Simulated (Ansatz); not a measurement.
Consider the formal exchange of groups at the Si–N bond: `[SiH3]N[SiH](Cl)Cl` + `C[SiH3]` → `C[SiH2][SiH](Cl)Cl` + `N[SiH3]`.

Gas-phase electronic energies from Ansatz, PBE0-D4/def2-TZVP geometries. CCSD(T)/CBS adds triple-zeta CCSD(T) − MP2 to the extrapolated MP2 energy (def2 sets, frozen cores). This one scheme is used for every species. Functionals use def2-TZVPP. B3LYP here is the variant with VWN-RPA as its local correlation; programs differ in this. HSE06 is defined as in plane-wave codes. Each species was taken in one conformer, which may not be the lowest.

`[SiH3]N[SiH](Cl)Cl`:

```xyz
10

Si   -1.068    1.222   -0.025
N     0.444    0.382   -0.175
Si    0.746   -1.272    0.052
Cl    1.990   -1.966   -1.417
Cl    1.680   -1.664    1.832
H    -1.053    2.172    1.117
H    -2.109    0.190    0.197
H    -1.365    1.990   -1.261
H     1.259    0.957   -0.347
H    -0.525   -2.012    0.027
```

`C[SiH3]`:

Cartesian coordinates in Å:
```
C 0.463 -0.330 -0.807
Si -0.415 0.295 0.722
H -0.251 -0.533 -1.608
H 1.005 -1.254 -0.592
H 1.182 0.408 -1.171
H -1.153 1.553 0.427
H 0.560 0.573 1.812
H -1.391 -0.712 1.217
```

`C[SiH2][SiH](Cl)Cl`:

```xyz
11

C    -0.699    0.459    1.485
Si   -0.022   -0.886    0.376
Si    0.683    0.067   -1.638
Cl   -0.922    1.004   -2.522
Cl    2.123    1.480   -1.230
H    -1.544    0.959    1.007
H    -1.037    0.042    2.436
H     0.069    1.207    1.690
H    -1.055   -1.911    0.058
H     1.148   -1.571    0.990
H     1.256   -0.850   -2.651
```

`N[SiH3]`:

Z-matrix (Å, degrees):
```
Si
N 1 1.720
H 1 1.486 2 107.9
H 1 1.494 2 116.0 3 -120.3
H 1 1.486 2 107.9 3 119.4
H 2 1.007 1 119.6 3 -168.6
H 2 1.007 1 119.6 3 49.2
```

```
             level  ΔE (kcal/mol)  difference from CCSD(T)/CBS
       LDA (SPW92)           15.3                         -3.3
            PBE-D4           13.7                         -4.9
         revPBE-D4           14.3                         -4.3
           BLYP-D4           16.7                         -1.9
         r2SCAN-D4           17.3                         -1.3
            B97M-V           17.4                         -1.2
           PBE0-D4           15.3                         -3.3
          B3LYP-D4           17.7                         -0.9
        r2SCAN0-D4           18.0                         -0.6
          HSE06-D4           15.3                         -3.3
          BHLYP-D4           19.5                          0.9
      CAM-B3LYP-D4           19.2                          0.6
           ωB97X-V           17.9                         -0.7
           ωB97M-V           19.3                          0.7
            B2PLYP           19.1                          0.5
          PBE-QIDH           18.2                         -0.4
               PBE           13.7                         -4.9
            revPBE           13.2                         -5.4
              BLYP           16.5                         -2.1
              PBE0           15.4                         -3.2
           r2SCANh           17.6                         -1.0
           r2SCAN0           18.1                         -0.5
             HSE06           15.4                         -3.2
             BHLYP           19.9                          1.3
         CAM-B3LYP           19.4                          0.8
           LC-ωPBE           17.3                         -1.3
RPA@PBE/def2-TZVPP           19.2                          0.6
       HF/def2-SVP           21.9                          3.3
     CCSD/def2-SVP           19.9                          1.3
  CCSD(T)/def2-SVP           19.6                          1.0
    MP2/def2-TZVPP           20.5                          1.9
SCS-MP2/def2-TZVPP           20.8                          2.2
   CCSD/def2-TZVPP           19.6                          1.0
CCSD(T)/def2-TZVPP           19.2                          0.6
     HF/def2-QZVPP           22.3                          3.7
    MP2/def2-QZVPP           20.3                          1.7
SCS-MP2/def2-QZVPP           20.6                          2.0
      HF/CBS(def2)           22.4                          3.8
     MP2/CBS(def2)           19.9                          1.3
    CCSD/CBS(def2)           19.0                          0.4
       CCSD(T)/CBS           18.6                            0
```

Largest T1 diagnostic among the species: 0.010.

From BLYP to BHLYP (50 % exact exchange), in def2-TZVPP and without D4, ΔE moves by +3.4 kcal/mol. In def2-TZVPP, CCSD(T) changes the Hartree–Fock value by −2.9 kcal/mol (the triples alone add −0.4 kcal/mol) and MP2 by −1.6 kcal/mol.
